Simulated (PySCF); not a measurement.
Al(F)2(OSiH3) (AlF₂H₃OSi), SMILES [F][Al]([F])[O][SiH3].

Geometry: B3LYP-D3(BJ)/def2-SVP. The structure was generated by enumeration; whether it is a known compound was not checked. One conformer was computed; it need not be the lowest.

All values below come from B3LYP-D3(BJ)/def2-SVP (PySCF).

Frequencies are harmonic and unscaled.

A small imaginary wavenumber (i) marks a very flat motion, where grid noise or a shallow saddle decides the sign.

```
mode  ν (cm⁻¹)  IR (km/mol)  Raman (Å⁴/amu)  depolarisation  moving atoms (share of kinetic energy)
----  --------  -----------  --------------  --------------  --------------------------------------
1          17i          0.0             0.0               –                                  H 93 %
2           40          0.2             0.0               –         O 35 %, F 33 %, Si 17 %, H 12 %
3           76          0.0             0.1            0.75          O 63 %, H 12 %, F 12 %, Si 9 %
4          234         42.4             1.0            0.62                         F 76 %, Si 13 %
5          254         29.0             1.6            0.75                 O 42 %, F 40 %, Al 15 %
6          300        114.0             0.5            0.75                 Al 66 %, F 20 %, O 12 %
7          509          2.1            10.4            0.13                F 37 %, Si 36 %, Al 22 %
8          739         64.6            10.2            0.75                          H 84 %, Si 9 %
9          743         69.3             8.7            0.75                          H 84 %, Si 9 %
10         835         54.4             2.0            0.65                         F 52 %, Al 33 %
11         958         46.0            25.0            0.75                                  H 92 %
12         960         88.8            25.5            0.75                                  H 96 %
13         970        180.5             0.6            0.75                         Al 50 %, F 46 %
14        1009        405.0            16.5            0.74                         H 85 %, Si 13 %
15        1173        485.5             0.5            0.51                         O 73 %, Al 16 %
16        2228        158.4            85.1            0.75                                  H 96 %
17        2228        157.3            86.5            0.69                                  H 96 %
18        2232         70.0           226.0            0.02                                  H 99 %
```
